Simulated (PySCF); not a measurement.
Assignment exercise: C6H16NPSi

Bonds (- single, = double, # triple, : aromatic): C1-C2, C2-C3, C3-Si4, C3=P5, P5-N6, N6-C7, N6-C8, C8-C9. C1 carries H10, H11, H12; C2 carries H13, H14; Si4 carries H15, H16, H17; C7 carries H18, H19, H20; C8 carries H21, H22; C9 carries H23, H24, H25. Stereochemistry as in CC/C([SiH3])=P/N(C)CC.

[PySCF 2.14: shieldings: GIAO PBE0/pcSseg-1; GFN2-xTB geometry; non-relativistic; in vacuum; rapidly exchanging positions averaged; single conformer]

References, each an isolated molecule treated in the same way: TMS for 13C, 1H.

Question: Assign these signals to the numbered atoms. 13C{1H} NMR (computed): δ 201.0, 50.3, 43.5, 36.7, 18.2, 11.7.

Answer: 
201.0 → C3, carbon double-bonded to a heavier main-group atom
50.3 → C8, sp3 CH2 bonded to N: pulled downfield by the heteroatom
43.5 → C7, methyl carbon bonded to N: deshielded by the electronegative neighbour
36.7 → C2, sp3 CH2: saturated and bonded to C and H only
18.2 → C1, methyl carbon: a saturated carbon with 1 carbon neighbour and no heteroatom attached
11.7 → C9, methyl carbon

Question: Assign these signals to the numbered atoms. 1H NMR (500 MHz, computed): δ 4.33 (m, 3H), 3.12 (m, 2H), 2.94 (m, 3H), 2.85 (m, 2H), 1.54 (t, 3H), 1.30 (t, 3H).

Answer: 
| δ (ppm) | atoms | environment | reason |
| --- | --- | --- | --- |
| 4.33 | H15/H16/H17 | hydrogen on a silicon bonded to C | – |
| 3.12 | H21/H22 | hydrogen on an sp3 CH2 bonded to N | its carbon carries N, which withdraws density |
| 2.94 | H18/H19/H20 | hydrogen on a methyl carbon bonded to N | its carbon carries N, hence the downfield position |
| 2.85 | H13/H14 | hydrogen on an sp3 CH2 | – |
| 1.54 | H10/H11/H12 | hydrogen on a methyl carbon | – |
| 1.30 | H23/H24/H25 | hydrogen on a methyl carbon | – |

H18/H19/H20 and H13/H14 lie closer than the usual error of such a calculation, so a measured spectrum could show them in the other order.

Splittings by 31P in the carbon and heteronuclear signals aren't shown, as no couplings were computed. Shifts are as computed. Against solution values, carbons near 30 ppm lie about +3 ppm off and those near 130 ppm about +5 ppm. Of 1211 compounds with measured shifts, 218 miss one by over three times the rms of a fit or turn the order of signals round; such compounds aren't used in these exercises. No couplings were computed; multiplicities are counted from neighbouring protons, with m where these are inequivalent, close in shift, in a saturated or five-membered ring or joined by F or P, and br s for small geminal =CH2 splittings.
